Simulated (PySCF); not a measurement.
## Assigning NMR signals

Bonds (- single, = double, # triple, : aromatic): F1-B2 1.322 Å, B2-F3 1.326 Å, B2-C4 1.538 Å, C4-C5 1.520 Å, C5-C6 1.481 Å, C6-C4 1.521 Å. C4 carries H7; C5 carries H8, H9; C6 carries H10, H11. H9, H10 are cis to B2 on the ring; H8, H11 are trans to B2 on the ring.

Calculated, not measured (PySCF 2.14): shielding tensors at PBE0/pcSseg-1 (GIAO), B3LYP/pcJ-1 coupling constants (spin–dipole term only in couplings to heteroatoms), coordinates at the PBE0-D3(BJ)/def2-SVP level. Gas phase, averaged over atoms made equivalent by symmetry, fast rotation or ring inversion, single conformer, non-relativistic Hamiltonian.

References, each an isolated molecule treated in the same way: TMS for 13C (σref 184.41), 1H (σref 31.27).

(1) Assign these signals to the numbered atoms. 13C{1H} NMR (computed): δ 7.4, -6.1 (t, J = 40.4 Hz).

(2) Assign these signals to the numbered atoms. 1H NMR (500 MHz, computed): δ 0.78 (m, 2H), 0.69 (m, 2H), -0.11 (ttt, J = 10.3, 6.6, 6.5 Hz, 1H).

## Answers

(1) 
7.4 → C5/C6, three-membered-ring carbon: carbons of three-membered rings are unusually shielded
-6.1 → C4, three-membered-ring carbon

(2) 
0.78 → H8/H11, hydrogen on a three-membered-ring carbon: cyclopropane-type protons are shielded by the ring
0.69 → H9/H10, hydrogen on a three-membered-ring carbon
-0.11 → H7, hydrogen on a three-membered-ring carbon

H8/H11 and H9/H10 lie closer than the usual error of such a calculation, so a measured spectrum could show them in the other order.

A carbon bonded to boron is broadened by the quadrupolar boron nucleus and is often missing from a measured spectrum. Multiplet labels drop couplings under 1 Hz and merge nearly equal ones. Couplings among chemically equivalent protons are left out too, so labels in AA′BB′ or AA′XX′ sets are apparent multiplicities. Unscaled 3J(H,H) at this level run about 10 % above measured values. Shifts are as computed. Against solution values, carbons near 30 ppm lie about +2 ppm off and those near 130 ppm about +5 ppm. Of 1211 compounds with measured shifts, 218 miss one by over three times the rms of a fit or turn the order of signals round; such compounds aren't used in these exercises. Vicinal couplings across rotatable single bonds and in flexible rings belong to the one computed conformer; a conformer average would change them.
